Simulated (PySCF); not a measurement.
SMILES c1(ccc(Cl)cc1)C=C (C8H7Cl), singlet, GFN2-xTB optimised geometry.

```
16

C      2.47    -1.86     0.00
C      1.14    -1.86     0.00
C      0.27    -0.70     0.00
C     -1.11    -0.89     0.00
C     -1.99     0.18     0.00
C     -1.49     1.47     0.00
Cl    -2.57     2.81     0.00
C     -0.12     1.69     0.00
C      0.75     0.61     0.00
H      3.03    -2.78     0.00
H      3.06    -0.96     0.00
H      0.62    -2.81     0.00
H     -1.51    -1.90     0.00
H     -3.06     0.01     0.00
H      0.26     2.70     0.00
H      1.81     0.80     0.00
```

Density from PBE/def2-TZVP run with PySCF 2.14.0 at that geometry.

Minimum of the electron density along straight lines between bonded atoms, close to the bond critical point (lines longer than 1.1 times the sum of covalent radii, or with two minima, are not listed):

```tsv
bond	length / Å	ρ at the minimum / e bohr⁻³	∇²ρ there / e bohr⁻⁵	position (fraction from the first atom)
C1–C2	1.328	0.351	-1.06	0.50
C2–C3	1.458	0.278	-0.75	0.50
C3–C4	1.397	0.312	-0.89	0.50
C4–C5	1.381	0.319	-0.92	0.50
C5–C6	1.386	0.318	-0.91	0.48
C6–Cl7	1.729	0.205	-0.31	0.42
C6–C8	1.387	0.318	-0.91	0.52
C3–C9	1.396	0.312	-0.88	0.50
C8–C9	1.380	0.319	-0.91	0.50
C1–H10	1.076	0.286	-1.00	0.64
C1–H11	1.076	0.285	-1.00	0.64
C2–H12	1.083	0.284	-0.99	0.64
C4–H13	1.081	0.285	-1.00	0.64
C5–H14	1.079	0.286	-1.01	0.65
C8–H15	1.079	0.286	-1.01	0.65
C9–H16	1.078	0.287	-1.01	0.64
```
